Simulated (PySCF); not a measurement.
# Electronic absorption of (F)2Hf(OSiH2)2O

Compound: (F)2Hf(OSiH2)2O (singlet state).
Bonds: Hf1–F2, Hf1–F3, Hf1–O4, Hf1–O8, O4–Si5, Si5–O6, O6–Si7, Si7–O8. Hydrogens: H9, H10 on Si5; H11, H12 on Si7.

Method used: PySCF 2.14.0, density-fitted response routines, TDDFT PBE0/def2-SVPD, vertical, gas phase, core orbitals frozen in the response, def2 core potentials past Kr. Geometry: PBE0-D3(BJ)/def2-SVP; no solvent, vibrations or thermal averaging. Spin–orbit coupling is left out.

Problem. What does the calculation give for the low-lying excited states?

Solution. 

```csv
state,E (eV),λ (nm),f,"main configurations (H = HOMO, L = LUMO)"
S1,6.83,181.4,0.0005,H→L (94%)
S2,7.26,170.7,0.0000,H-1→L (90%)
S3,7.37,168.2,0.021,"H→L+2 (72%), H→L+3 (23%)"
S4,7.40,167.4,0.0003,"H→L+3 (63%), H→L+2 (20%), H→L+6 (10%)"
S5,7.42,167.1,0.025,H→L+1 (96%)
S6,7.75,159.9,0.0000,"H-1→L+2 (65%), H→L+5 (25%)"
S7,7.80,159.0,0.0047,"H-1→L+1 (53%), H-2→L (37%)"
S8,7.89,157.1,0.0001,"H-1→L+3 (46%), H→L+5 (24%), H→L+4 (16%)"
S9,7.99,155.2,0.0000,H-3→L (86%)
S10,8.03,154.4,0.0040,H-4→L (77%)
```

Triplets, Tamm–Dancoff:

| state | E (eV) | λ (nm) | main configurations (H = HOMO, L = LUMO) |
| --- | --- | --- | --- |
| T1 | 6.71 | 184.7 | H→L (89%) |
| T2 | 7.09 | 174.9 | H→L+3 (50%), H→L+6 (21%), H→L+2 (15%) |
| T3 | 7.09 | 174.8 | H-1→L (85%) |

The lowest singlet comes at 181 nm (659 kJ/mol) in the vacuum ultraviolet; it is dark (f under 0.0005); its leading configuration is HOMO→LUMO (94%). The strongest level in the table is S5 at 7.42 eV (167 nm, f = 0.025). For S1 the Löwdin share of hafnium is at most 10% in HOMO and 54% in LUMO (ligand-to-metal charge transfer by this measure); for S5 the Löwdin share of hafnium is at most 10% in HOMO and 68% in LUMO+1 (ligand-to-metal charge transfer by this measure). Of the 10 states listed, 2 reach f = 0.01 and 6 stay under 0.0005. Weighted by f, the mean energy of these states is 7.47 eV. All these states lie below the vertical ionisation energy of 10.62 eV (ΔSCF). Only the lowest 10 singlets were computed, as vertical energies without vibronic structure.
